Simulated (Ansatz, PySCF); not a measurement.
C2H5CdCl, SMILES C[CH2][Cd][Cl]. Atoms are numbered in the order given.

```xyz
9

Cd     0.0953     0.2240     0.1521
Cl     1.0980     2.0408     1.1911
C     -0.8279    -1.4403    -0.8121
C     -1.3786    -1.1406    -2.2080
H     -1.6232    -1.7852    -0.1327
H     -0.0675    -2.2365    -0.8434
H     -0.5913    -0.8077    -2.9031
H     -2.1513    -0.3554    -2.1904
H     -1.8422    -2.0402    -2.6517
```

Geometry: B3LYP-D3(BJ)/def2-SVP. The structure was generated by enumeration; whether it is a known compound was not checked. The def2 effective core potentials stand for the cores of Cd; spin–orbit coupling is left out. Other conformers were not sampled.

Two levels are set side by side: PBE-D3(BJ)/def2-SVP (Ansatz, a quantum-chemistry and plane-wave program) and B3LYP-D3(BJ)/def2-SVP (Ansatz). Each level has its own optimised geometry; the coordinates shown are those of the second. Frequencies come from the Hessian of PySCF at each geometry. Differences are taken from unrounded values.

| quantity | B3LYP-D3(BJ) | PBE-D3(BJ) | PBE-D3(BJ) minus B3LYP-D3(BJ) |
|---|---|---|---|
| mean bond length (Å) | 1.437 | 1.440 | 0.003 |
| bond Cd1–Cl2 (Å) | 2.321 | 2.317 | -0.003 |
| bond Cd1–C3 (Å) | 2.133 | 2.126 | -0.008 |
| bond C3–C4 (Å) | 1.530 | 1.530 | 0.000 |
| bond C3–H5 (Å) | 1.101 | 1.110 | 0.008 |
| bond C3–H6 (Å) | 1.101 | 1.110 | 0.008 |
| bond C4–H7 (Å) | 1.102 | 1.109 | 0.007 |
| bond C4–H8 (Å) | 1.102 | 1.109 | 0.007 |
| bond C4–H9 (Å) | 1.105 | 1.112 | 0.008 |
| highest harmonic wavenumber (cm⁻¹) | 3115 | 3062 | -52 |
| mean harmonic wavenumber (cm⁻¹) | 1364 | 1332 | -32 |
| zero-point energy (kcal/mol) | 40.94 | 39.98 | -0.96 |
